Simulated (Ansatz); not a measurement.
Isolated molecules relaxed with PBE0-D4/def2-TZVP in Ansatz; ΔE leaves out vibrations. CBS: MP2 limit from def2 TZ/QZ plus the TZ coupled-cluster correction, frozen cores. Functionals use def2-TZVPP. B3LYP here is the variant with VWN-RPA as its local correlation; programs differ in this. For Se outer-core shells are correlated without core-valence functions, which leaves a few kJ/mol of doubt a bond. Scalar relativity is left out up to krypton. One conformer a species, not always the lowest.

Consider the silylene formation by 1,1-elimination: `CO[SiH2][Se]C` → `C[SeH]` + `CO[SiH]`.

```tsv
level	ΔE (eV)	difference from CCSD(T)/CBS
B3LYP-D4	2.48	-0.12
ωB97M-V	2.48	-0.12
B2PLYP	2.45	-0.15
HF/def2-TZVPP	2.41	-0.19
SCS-MP2/def2-TZVPP	2.57	-0.03
CCSD/def2-TZVPP	2.46	-0.14
CCSD(T)/def2-TZVPP	2.49	-0.11
SCS-MP2/def2-QZVPP	2.63	0.03
HF/CBS(def2)	2.41	-0.19
MP2/CBS(def2)	2.83	0.23
CCSD(T)/CBS	2.60	0
```

Largest T1 diagnostic among the species: 0.015.

In def2-TZVPP, CCSD(T) changes the Hartree–Fock value by +0.08 eV (the triples alone add +0.03 eV) and MP2 by +0.30 eV. The D4 term adds +0.20 eV with B3LYP and +0.11 eV with PBE0; it sums over pairs of atoms, weighted by their polarisabilities, and B3LYP, whose exchange is more repulsive, gets the larger term.
